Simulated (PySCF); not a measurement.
## Basis and Hamiltonian dependence of the ionisation energy of Te⁺

Te⁺ [Kr] 4d10 5s2 5p3 (4S) → Te²⁺ [Kr] 4d10 5s2 5p2 (3P). Calculated with PySCF 2.14 from differences of total energies of unrestricted determinants, without spin-orbit coupling. Values in eV.

| basis | Hamiltonian | functions | UHF | r2SCAN | PBE0 | MP2 (valence) | CCSD(T) (valence) | CCSD(T) (valence and next inner shell) |
| --- | --- | --- | --- | --- | --- | --- | --- | --- |
| cc-pVDZ-PP with ECP28MDF | ECP | 23 | 18.365 | n/a | n/a | 18.663 | 18.628 | n/a |
| def2-SVP with the def2 core potential (28 electrons) | ECP | 26 | 18.357 | n/a | n/a | 18.654 | 18.622 | n/a |
| aug-cc-pVDZ-PP with ECP28MDF | ECP | 32 | 18.353 | 19.009 | 18.859 | 18.659 | 18.630 | n/a |
| x2c-SVPall | spin-free X2C | 36 | 18.445 | n/a | n/a | 18.730 | 18.701 | n/a |
| cc-pVTZ-PP with ECP28MDF | ECP | 39 | 18.356 | 19.008 | n/a | 18.782 | 18.790 | n/a |
| x2c-TZVPPall | spin-free X2C | 60 | 18.361 | 18.990 | 18.858 | 18.753 | 18.764 | 18.855 |
| x2c-TZVPall | spin-free X2C | 60 | 18.361 | n/a | n/a | 18.753 | n/a | n/a |
| aug-cc-pVTZ-PP with one added diffuse shell each of d, f type with ECP28MDF | ECP | 67 | 18.359 | 19.012 | 18.861 | 18.789 | 18.798 | n/a |
| ANO-RCC-VTZP | spin-free X2C | 68 | 18.435 | 19.070 | 18.930 | 18.861 | 18.876 | 18.979 |
| def2-QZVPPD with the def2 core potential (28 electrons) | ECP | 91 | 18.352 | 19.009 | 18.853 | 18.822 | 18.831 | n/a |
| aug-cc-pwCVTZ-PP with ECP28MDF | ECP | 96 | 18.345 | 19.008 | 18.852 | 18.787 | 18.798 | n/a |
| aug-cc-pVQZ-DK3 | spin-free X2C | 102 | 18.348 | 18.993 | 18.854 | 18.812 | 18.821 | n/a |
| x2c-QZVPPall | spin-free X2C | 112 | 18.344 | 18.993 | 18.854 | 18.806 | 18.815 | n/a |
| aug-cc-pVQZ-PP with one added diffuse shell each of s, p, d, f, g type with ECP28MDF | ECP | 117 | 18.356 | 19.013 | 18.857 | 18.827 | n/a | n/a |

Frozen in the all-electron rows: valence: [Kr] 4d10; valence and next inner shell: [Ar] 3d10; with a core potential, the same shells as far as they lie outside it.

Between the lowest levels the reference is 18.6 ± 0.4 eV (measured; NIST Atomic Spectra Database, ionization energies); it includes spin-orbit coupling, which these numbers lack.
